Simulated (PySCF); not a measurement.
PySCF 2.14 output of an unrestricted r2SCAN calculation on a single atom or ion in aug-cc-pCVQZ-DK, with the spin-free X2C one-electron Hamiltonian (Gaussian nucleus):

```
SCF conv_tol = 1e-09
number electrons alpha = 9  beta = 9
    J. W. Furness, A. D. Kaplan, J. Ning, J. P. Perdew, and J. Sun.,  J. Phys. Chem. Lett. 11, 8208-8215 (2020)
    J. W. Furness, A. D. Kaplan, J. Ning, J. P. Perdew, and J. Sun.,  J. Phys. Chem. Lett. 11, 9248-9248 (2020)
    J. W. Furness, A. D. Kaplan, J. Ning, J. P. Perdew, and J. Sun.,  J. Phys. Chem. Lett. 11, 8208-8215 (2020)
    J. W. Furness, A. D. Kaplan, J. Ning, J. P. Perdew, and J. Sun.,  J. Phys. Chem. Lett. 11, 9248-9248 (2020)
cycle= 1 E= -461.680013225185  delta_E= -0.00578  |g|= 0.0114  |ddm|= 0.421
cycle= 2 E= -461.679981504584  delta_E= 3.17e-05  |g|= 0.0123  |ddm|= 0.046
cycle= 3 E= -461.680051763835  delta_E= -7.03e-05  |g|= 0.00189  |ddm|= 0.0232
cycle= 4 E= -461.68005320121  delta_E= -1.44e-06  |g|= 0.000143  |ddm|= 0.00338
cycle= 5 E= -461.680053214038  delta_E= -1.28e-08  |g|= 5.69e-06  |ddm|= 0.00026
cycle= 6 E= -461.680053214054  delta_E= -1.66e-11  |g|= 2.61e-07  |ddm|= 9.8e-06
converged SCF energy = -461.680053214054  <S^2> = 3.5527137e-15  2S+1 = 1
```

The run itself started from symmetry-adapted Hartree-Fock orbitals and held the occupation by maximum overlap, on a logarithmic radial grid, so the iterations belong to that start.

Task: Which element, charge and spin multiplicity is this?

Result: Cl⁻ (chlorine, charge -1), multiplicity 1; the state was [Ar], closed-shell 1S.

At r2SCAN the highest occupied level has a positive energy, so only the finite basis holds that electron; in a semilocal or global hybrid functional this comes from self-interaction and does not mean that the real anion is unbound.
